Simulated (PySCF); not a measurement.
n-GeSiSiSiSiH12.
Geometry (PBE0-D3(BJ)/def2-SVP, Å), atoms numbered from 1 in this order:
```xyz
17
GeH12Si4 angstrom
Ge     2.2456   -0.4014    1.2931
Si     1.5281    1.1036   -0.4104
Si     0.1536   -0.0677   -1.9067
Si    -1.5270   -1.1085   -0.6382
Si    -2.3694    0.4605    0.8886
H      1.0164   -1.0186    1.9873
H      3.0988    0.3169    2.3552
H      3.0771   -1.5431    0.6793
H      0.7351    2.2103    0.2125
H      2.7135    1.6998   -1.1026
H      0.9640   -1.0838   -2.6503
H     -0.4702    0.8673   -2.8960
H     -0.9341   -2.2659    0.1042
H     -2.6284   -1.6179   -1.5151
H     -3.5194   -0.0912    1.6686
H     -1.2884    0.8602    1.8416
H     -2.8239    1.6789    0.1493
```

Method: TDDFT PBE0/def2-SVPD, vertical, gas phase, core orbitals frozen in the response in PySCF 2.14.0, density-fitted response routines. The PBE0/def2-SVPD calculation is non-relativistic and has no spin–orbit coupling, an omission that weighs most on germanium.

Transition dipole moments from the ground state, in atomic units and in the frame of the coordinates above (overall signs are arbitrary), for the states with f of 0.002 or more among the lowest 7:

```csv
state,E (eV),μx,μy,μz
S1,6.301,-0.050,-0.047,0.331
S2,6.420,0.244,0.205,0.004
S3,6.522,0.194,-0.085,0.378
S4,6.587,-0.495,0.342,-0.021
S5,6.684,-0.093,-0.279,0.069
S6,6.733,-0.823,-0.194,-0.064
S7,6.788,0.066,0.093,0.198
```

Question: Work out the oscillator strengths.

Answer: f = (2/3) ΔE |μ|² with ΔE in hartree (27.2114 eV).

| state | \|μ\|² (au) | \|μ\| (D) | f |
| --- | --- | --- | --- |
| S1 | 0.114 | 0.86 | 0.018 |
| S2 | 0.102 | 0.81 | 0.016 |
| S3 | 0.188 | 1.10 | 0.030 |
| S4 | 0.362 | 1.53 | 0.058 |
| S5 | 0.091 | 0.77 | 0.015 |
| S6 | 0.719 | 2.15 | 0.119 |
| S7 | 0.052 | 0.58 | 0.009 |

Question: What angle do the transition dipoles of S1 and S5 make?

Answer: |cos θ| = |μa·μb| / (|μa| |μb|) = 0.40, so θ ≈ 67° (taken between 0 and 90°, since the signs are arbitrary).

Question: How is the summed strength of these states shared among x, y and z?

Answer: (2/3) Σ ΔE μα² gives 0.169 for x, 0.047 for y and 0.048 for z, 0.264 in all.

One conformer stands for the species.
